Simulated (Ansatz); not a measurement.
Start from `BCO[SiH2][AlH2]` and change one atom or group to get `BCO`.

Ansatz, PBE0-D4/def2-TZVP geometries, multiplicity 1. Each molecule was computed in one conformer, which needn't be the lowest.

| property | `BCO[SiH2][AlH2]` |
| --- | --- |
| HOMO–LUMO gap (B3LYP/def2-TZVPP) / eV | 4.55 |
| LUMO energy (B3LYP/def2-TZVPP) / eV | -2.28 |
| HOMO energy (PBE0/def2-TZVPP) / eV | -7.02 |
| HOMO–LUMO gap (PBE0/def2-TZVPP) / eV | 4.92 |
| HOMO energy (B3LYP/def2-TZVPP) / eV | -6.83 |
| LUMO energy (PBE/def2-TZVPP) / eV | -2.86 |

**Question.** Give the same properties after the change, and the shifts. (Estimate.)

**Answer.** Ansatz gave: 
```csv
property,`BCO`,shift
HOMO–LUMO gap (B3LYP/def2-TZVPP) / eV,7.88,3.33
LUMO energy (B3LYP/def2-TZVPP) / eV,-0.25,2.03
HOMO energy (PBE0/def2-TZVPP) / eV,-8.33,-1.31
HOMO–LUMO gap (PBE0/def2-TZVPP) / eV,8.45,3.53
HOMO energy (B3LYP/def2-TZVPP) / eV,-8.13,-1.30
LUMO energy (PBE/def2-TZVPP) / eV,-0.86,2.00
```

With PBE0 the HOMO falls by 1.31 eV and the LUMO rises by 2.21 eV, so the gap widens by about 3.52 eV. PBE moves the HOMO by -1.11 eV and ωB97M-V by -1.64 eV.

B3LYP here is the variant with VWN-RPA as its local correlation; programs differ in this.
